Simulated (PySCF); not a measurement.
Al(Me)(F)2 anion (CH₃AlF₂), SMILES [CH3][Al]([F])[F] (connectivity only; charge and spin as stated), charge -1, multiplicity 2. Atoms are numbered in the order given.

```xyz
7

Al     0.1054    -0.4455     0.0000
C     -1.8100     0.1483     0.0000
H     -1.8457     1.2561     0.0000
H     -2.3651    -0.1973    -0.8898
H     -2.3651    -0.1973     0.8898
F      0.8925     0.2244    -1.4009
F      0.8925     0.2244     1.4009
```
Charge -1, spin multiplicity 2.

Geometry optimised at r2SCAN-D4/def2-SVPD. The spin state was assumed, not searched. The isomer is the one that the SMILES or the coordinates give; other isomers of the formula were not compared.

All values below come from CAM-B3LYP/def2-TZVPD run with PySCF.

Gas-phase values at a fixed geometry.

| Property | Value |
|---|---|
| total energy | -482.26872 hartree |
| point group | Cs |
| α spin, highest occupied and lowest empty level | -0.67 and 4.60 eV |
| β spin, highest occupied and lowest empty level | -4.81 and 3.63 eV |
| dipole moment about the centre of nuclear charge | 2.08 D |
| mean static polarisability | 82.3 bohr³ (12.20 Å³) |
| polarisability, principal values | 73.8, 73.8, 99.5 bohr³ |
| ⟨S²⟩ | 0.751 (pure state 0.75) |
